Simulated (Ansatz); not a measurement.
Reaction (substitution at a C–C bond): `O=CC(F)(F)Br` + `OCO` → `O=COCO` + `FC(F)Br`

Program: Ansatz. Geometries: PBE0-D4/def2-TZVP. ΔE: electronic, gas phase. CBS: MP2 limit from def2 TZ/QZ plus the TZ coupled-cluster correction, frozen cores. This one scheme is used for every species. Functionals use def2-TZVPP. B3LYP here is the variant with VWN-RPA as its local correlation; programs differ in this. For Br outer-core shells are correlated without core-valence functions, which leaves a few kJ/mol of doubt a bond. Scalar relativity is left out up to krypton. Each species was taken in one conformer, which may not be the lowest.

Q: Is it downhill or uphill in electronic energy at CCSD(T)/CBS, and by how much? (Estimate.)

A: The calculation gave: Downhill: ΔE = -65.6 kJ/mol.

Q: What do these levels give: PBE-D4, PBE0-D4, B3LYP-D4, ωB97X-V, ωB97M-V, r2SCAN, MP2/def2-TZVPP, CCSD/def2-TZVPP, CCSD(T)/def2-TZVPP, HF/def2-QZVPP, MP2/def2-QZVPP, CCSD/CBS(def2)? (Estimate.)

A: The calculation gave: PBE-D4 -72.0, PBE0-D4 -72.7, B3LYP-D4 -72.3, ωB97X-V -74.2, ωB97M-V -71.1, r2SCAN -75.8, MP2/def2-TZVPP -69.2, CCSD/def2-TZVPP -67.9, CCSD(T)/def2-TZVPP -68.9, HF/def2-QZVPP -78.2, MP2/def2-QZVPP -67.3, CCSD/CBS(def2) -64.6 kJ/mol.

Largest T1 diagnostic among the species: 0.015.

In def2-TZVPP, CCSD(T) changes the Hartree–Fock value by +9.4 kJ/mol (the triples alone add −1.0 kJ/mol) and MP2 by +9.1 kJ/mol.
